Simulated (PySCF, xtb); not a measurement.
ReO2F2, SMILES [O]=[Re](=[O])([F])[F] (connectivity only; charge and spin as stated), neutral, multiplicity 2.

Harmonic wavenumbers (cm⁻¹) from xtb with GFN2-xTB at its own minimum, in rising order: 47, 194, 218, 220, 273, 460, 511, 924, 969.

Task: What does B3LYP-D3(BJ)/def2-SVP (PySCF) give at its own minimum? (An estimate is asked for; the answer gives what the named calculation found.)

Result: 116, 213, 230, 244, 327, 671, 709, 1014, 1054. Paired by order, the mean absolute difference is 85 cm⁻¹ and the zero-point energies are 5.5 and 6.5 kcal/mol.
